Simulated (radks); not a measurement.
Isoelectronic series with 16 electrons, all held in the configuration [Ne] 3s2 3p4, which need not be the ground one along the series. All-electron calculation, scalar-relativistic Kohn-Sham, BLYP, spin-unpolarised, spherical densities, finite nucleus; Fermi nuclear charge, rms radius of each element as measured or else 0.836 A^(1/3) + 0.57 fm. Program: a radial shooting solver on a logarithmic mesh with Libxc functionals. Total energies (hartree) and mean radii <r> (bohr):

\begin{tabular}{lrrr}
ion & E (hartree) & 3p & 3s \\ \hline
S & -399.23081 & 2.079 & 1.691 \\
Cl+ & -461.12436 & 1.709 & 1.488 \\
Ar2+ & -527.80318 & 1.469 & 1.329 \\
K3+ & -599.26325 & 1.295 & 1.201 \\
Ca4+ & -675.50696 & 1.161 & 1.096 \\
Sc5+ & -756.54033 & 1.054 & 1.009 \\
Ti6+ & -842.37183 & 0.9664 & 0.9351 \\
V7+ & -933.01168 & 0.8928 & 0.8714 \\
Cr8+ & -1028.47140 & 0.8300 & 0.8160 \\
Mn9+ & -1128.76384 & 0.7758 & 0.7673 \\
Fe10+ & -1233.90297 & 0.7284 & 0.7242 \\
Co11+ & -1343.90362 & 0.6866 & 0.6857 \\
Ni12+ & -1458.78186 & 0.6494 & 0.6510 \\
Cu13+ & -1578.55393 & 0.6162 & 0.6198 \\
Zn14+ & -1703.23804 & 0.5862 & 0.5913 \\
Ga15+ & -1832.85246 & 0.5590 & 0.5654 \\
Ge16+ & -1967.41666 & 0.5342 & 0.5416 \\
As17+ & -2106.95139 & 0.5116 & 0.5197 \\
Se18+ & -2251.47741 & 0.4908 & 0.4995 \\
Br19+ & -2401.01718 & 0.4716 & 0.4807 \\
Kr20+ & -2555.59356 & 0.4538 & 0.4633 \\
Rb21+ & -2715.23067 & 0.4374 & 0.4471 \\
Sr22+ & -2879.95325 & 0.4221 & 0.4319 \\
\end{tabular}
